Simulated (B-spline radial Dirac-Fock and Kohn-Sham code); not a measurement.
Method: relativistic Hartree-Fock (Dirac-Fock) wave functions, averaged over the configuration. Computed with a radial finite-basis atomic code.

Question: This computed X-ray form factor belongs to an atom or ion in its tabulated ground configuration. Which?

| sin θ/λ (Å⁻¹) | f₀ |
| --- | --- |
| 0.05 | 17.536 |
| 0.1 | 16.298 |
| 0.25 | 11.440 |
| 0.35 | 9.272 |
| 0.45 | 8.011 |
| 0.5 | 7.575 |
| 0.6 | 6.875 |
| 2 | 1.614 |
| 3.5 | 0.974 |

Answer: Ar, with 18 electrons in [Ne] 3s2 3p6. f₀ tends to the number of electrons as s goes to zero, which the first rows give only roughly, and the rate of fall reflects the nuclear charge, 18.
